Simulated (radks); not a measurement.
The numbers below are computed, except where a source is named.
Mn V, configuration [Ar] 3d3. Code: a radial shooting solver on a logarithmic mesh with Libxc functionals. Model: Dirac Kohn-Sham, LB94 model potential, spin-unpolarised, spherical densities, finite nucleus; open shells fill j = l - 1/2 first; Fermi nuclear charge, rms radius 3.7057 fm.

X-ray form factor f0, the Fourier transform of the density (f0(0) = 21):

sin(theta)/lambda (1/angstrom),f0 (electrons)
0.05,20.799
0.1,20.217
0.15,19.313
0.2,18.173
0.25,16.889
0.3,15.554
0.4,13.008
0.5,10.903
0.6,9.330
0.8,7.433
1,6.397
1.25,5.422
1.5,4.510
2,2.987
